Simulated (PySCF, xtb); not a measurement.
Ge(Cl)(SH)3 (ClGeH₃S₃), SMILES [SH][Ge]([SH])([SH])[Cl].

GFN2-xTB (xtb) at its own geometry gives an orbital gap of 2.87 eV and a dipole moment of 1.69 D.

Geometry optimised at ωB97X-D3(BJ)/def2-SVP. This is a generated structure with no PubChem entry under its InChIKey; it may be hypothetical. One conformer was computed; it need not be the lowest.

Q: What does PySCF with PBE/def2-TZVP give? (Estimate from the structure and the level; the computed values follow.)

A: gap 4.10 eV (levels -6.50 and -2.40 eV), dipole 2.38 D.
